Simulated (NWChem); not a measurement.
System: MgH$_{2}$SeO; SMILES [OH][Mg][SeH]

Here is an NWChem input.

```
start job
memory heap 200 mb stack 900 mb global 1100 mb
geometry units angstroms noautoz
  Mg     0.011968    -1.170314    -0.000970
  O     -0.003806    -2.928439    -0.002343
  H     -0.004153    -3.879243    -0.005577
  Se     0.047796     1.255429     0.001560
  H     -1.425382     1.277592     0.002188
end
basis spherical
  * library def2-svpd
end
dft
  xc xpbe96 cpbe96
  iterations 150
  vectors input atomic output neutral.movecs
end
task dft energy
charge 1
dft
  odft
  mult 2
  vectors input atomic output cation.movecs
end
task dft energy
charge -1
dft
  odft
  mult 2
  vectors input atomic output anion.movecs
end
task dft energy
```

Excerpt of the output:

```
             Northwest Computational Chemistry Package (NWChem) 7.3.0
             --------------------------------------------------------

 CS  symmetry detected

                             Geometry "geometry" -> ""
                             -------------------------

 Output coordinates in angstroms (scale by  1.889725989 to convert to a.u.)

  No.       Tag          Charge          X              Y              Z
 ---- ---------------- ---------- -------------- -------------- --------------
    1 Mg                  12.0000     0.01563779    -1.21686805     0.00000000
    2 O                    8.0000     0.01312984    -2.97506252     0.00000000
    3 H                    1.0000     0.01995803    -3.92584482     0.00000000
    4 Se                  34.0000     0.03316152     1.20907755     0.00000000
    5 H                    1.0000    -1.44014190     1.22012482     0.00000000

 Effective nuclear repulsion energy (a.u.)     178.0910563787

      Symmetry information
      --------------------

 Group name             Cs
 Group number              2
 Group order               2
 No. of unique centers     5

  pbe96 is a nonlocal functional; adding pw91lda local functional.

                                 NWChem DFT Module
                                 -----------------

 Summary of "ao basis" -> "ao basis" (spherical)
 ------------------------------------------------------------------------------
       Tag                 Description            Shells   Functions and Types
 ---------------- ------------------------------  ------  ---------------------
 Mg                        def2-svpd                 9       21   4s4p1d
 O                         def2-svpd                 9       23   4s3p2d
 H                         def2-svpd                 4        8   2s2p
 Se                        def2-svpd                15       41   6s5p4d

      Symmetry analysis of basis
      --------------------------

        a'         71
        a"         30

            General Information
            -------------------
          SCF calculation type: DFT
          Wavefunction type:  closed shell.
          No. of atoms     :     5
          No. of electrons :    56
           Alpha electrons :    28
            Beta electrons :    28
          Charge           :     0
          Spin multiplicity:     1
          Use of symmetry is: on ; symmetry adaption is: on
          Maximum number of iterations: 150
          AO basis - number of functions:   101
                     number of shells:    41
          Convergence on energy requested:  1.00D-06
          Convergence on density requested:  1.00D-05
          Convergence on gradient requested:  5.00D-04

              XC Information
              --------------
          PerdewBurkeErnzerhof Exchange Functional  1.000
            Perdew 1991 LDA Correlation Functional  1.000 local
           PerdewBurkeErnz. Correlation Functional  1.000 non-local

             Grid Information
             ----------------
          Grid used for XC integration:  medium
          Radial quadrature: Mura-Knowles
          Angular quadrature: Lebedev.
          Tag              B.-S. Rad. Rad. Pts. Rad. Cut. Ang. Pts.
          ---              ---------- --------- --------- ---------
          Mg                  1.50       88          13.0       590
          O                   0.60       49          14.0       434
          H                   0.35       45          15.0       434
          Se                  1.15      112          13.0       590
          Grid pruning is: on
          Number of quadrature shells:   339
          Spatial weights used:  Erf1

      Superposition of Atomic Density Guess
      -------------------------------------

 Sum of atomic energies:       -2674.74155045

      Non-variational initial energy
      ------------------------------

 Total energy =   -2675.138405
 1-e energy   =   -4080.533080
 2-e energy   =    1227.303619
 HOMO         =      -0.305706
 LUMO         =      -0.080134

      Symmetry analysis of molecular orbitals - initial
      -------------------------------------------------

  Numbering of irreducible representations:

     1 a'          2 a"

  Orbital symmetries:

     1 a'          2 a'          3 a'          4 a'          5 a"
     6 a'          7 a'          8 a'          9 a'         10 a'
    11 a"         12 a'         13 a'         14 a'         15 a"
    16 a"         17 a'         18 a'         19 a'         20 a"
    21 a'         22 a'         23 a'         24 a'         25 a"
    26 a'         27 a'         28 a"         29 a'         30 a'
    31 a'         32 a"         33 a'         34 a'         35 a'
    36 a"         37 a'         38 a'

   convergence    iter        energy       DeltaE   RMS-Dens  Diis-err
 ---------------- ----- ----------------- --------- --------- ---------
 d= 0,ls=0.0,diis     1  -2677.0554911439 -2.86D+03  1.94D-02  1.01D+00
 d= 0,ls=0.0,diis     2  -2676.0021623235  1.05D+00  1.52D-02  9.73D+00
 d= 0,ls=0.0,diis     3  -2677.1586406168 -1.16D+00  4.07D-03  9.04D-02
 d= 0,ls=0.0,diis     4  -2677.1635912626 -4.95D-03  2.35D-03  4.28D-02
 d= 0,ls=0.0,diis     5  -2677.1685824674 -4.99D-03  6.88D-04  2.40D-03
  Resetting Diis
 d= 0,ls=0.0,diis     6  -2677.1689853485 -4.03D-04  1.12D-04  9.30D-05
 d= 0,ls=0.0,diis     7  -2677.1689973889 -1.20D-05  7.86D-05  1.12D-05
 d= 0,ls=0.0,diis     8  -2677.1689942490  3.14D-06  4.24D-05  3.62D-05
 d= 0,ls=0.0,diis     9  -2677.1689992188 -4.97D-06  9.24D-06  1.60D-06
 d= 0,ls=0.0,diis    10  -2677.1689994105 -1.92D-07  1.35D-06  4.25D-08

         Total DFT energy =    -2677.168999410504
      One electron energy =    -4083.213144032639
           Coulomb energy =     1340.379852578051
    Exchange-Corr. energy =     -112.426764334615
 Nuclear repulsion energy =      178.091056378698

 Numeric. integr. density =       55.999985641898

[...]
```

Level: PBE/def2-SVPD, vertical spin-unrestricted ions. The geometry was optimised at PBE0/def2-SVP.
